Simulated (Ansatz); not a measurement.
The cluster Sr₅S₅⁻. Total charge -1; doublet. Geometry PBE-D4/def2-SVP; atoms count from 1.

Cartesian coordinates in Å:
```
Sr -4.9050 -0.2206 -0.3337
Sr 2.9093 0.1290 -0.4503
Sr -0.7035 0.6995 1.0349
Sr 4.4754 0.4636 2.9662
Sr -1.6616 -1.1350 -3.2376
S 5.4192 -0.3755 0.6007
S 0.2756 -0.2074 -1.4975
S -4.3358 -1.1918 -2.7986
S 1.9253 1.0773 2.0612
S -3.3989 0.7608 1.6547
```

In the def2 sets Sr takes a core potential; there is no spin–orbit coupling. Another isomer (doublet) lies 2.43 eV lower at PBE0-D4/def2-TZVPD; other spin states weren't run for this one.

(1) Estimate the Mulliken populations from the PBE0/def2-TZVPD orbitals of Ansatz.

(2) Where does the spin sit?

(3) And the Mayer bond orders between heavy atoms (over 0.3)?

Results:

(1) 
| atom | charge (e) | spin (α − β) |
| --- | --- | --- |
| Sr1 | 1.29 | 0.03 |
| Sr2 | 1.07 | 0.20 |
| Sr3 | 1.38 | -0.01 |
| Sr4 | 1.18 | 0.28 |
| Sr5 | 0.83 | 0.51 |
| S6 | -1.40 | 0.02 |
| S7 | -1.13 | -0.05 |
| S8 | -1.39 | 0.00 |
| S9 | -1.44 | 0.02 |
| S10 | -1.39 | 0.00 |
Mulliken values depend strongly on the basis. With diffuse functions, as here, like atoms can get unlike values, and bond orders can come out too low or too high.

(2) Summed by element: Sr 1.02, S -0.02, of 1 unpaired in all. Largest on single atoms: Sr5 0.51, Sr4 0.28, Sr2 0.20.

(3) Sr1–S8 0.47 (2.71 Å); Sr1–S10 0.54 (2.68 Å); Sr2–S6 0.56 (2.77 Å); Sr3–S10 0.43 (2.77 Å); Sr4–S6 0.57 (2.68 Å); Sr4–S9 0.39 (2.77 Å); Sr5–S7 0.50 (2.76 Å); Sr5–S8 0.47 (2.71 Å).
